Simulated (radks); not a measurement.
Values are calculated unless marked as measured or tabulated.
All-electron atom: In II in [Kr] 4d6 5s2 5p4 (not the ground configuration). Level of theory: Dirac Kohn-Sham, BLYP, spin-unpolarised, spherical densities, finite nucleus; open shells fill j = l - 1/2 first; Fermi nuclear charge, rms radius 4.6156 fm (a radial shooting solver on a logarithmic mesh with Libxc functionals).

Spin-orbit splittings of the eigenvalues, e(l+1/2) - e(l-1/2), with zeta = 2 splitting/(2l+1) and mean radii in bohr:

| shell | occ. | splitting (eV) | zeta (eV) | <r> j=l-1/2 | <r> j=l+1/2 |
|---|---|---|---|---|---|
| 2p | 6 | 210.9 | 140.6 | 0.1084 | 0.1137 |
| 3p | 6 | 38.15 | 25.44 | 0.3393 | 0.3504 |
| 3d | 10 | ? | ? | 0.3219 | 0.3254 |
| 4p | 6 | 7.147 | 4.765 | 0.8748 | 0.9014 |
| 4d | 6 | 1.073 | 0.4291 | 1.048 | 1.058 |
| 5p | 4 | 0.8588 | 0.5725 | 2.455 | 2.540 |

Estimate the 3d splitting.

Answer. 7.828 eV (zeta = 3.131 eV).
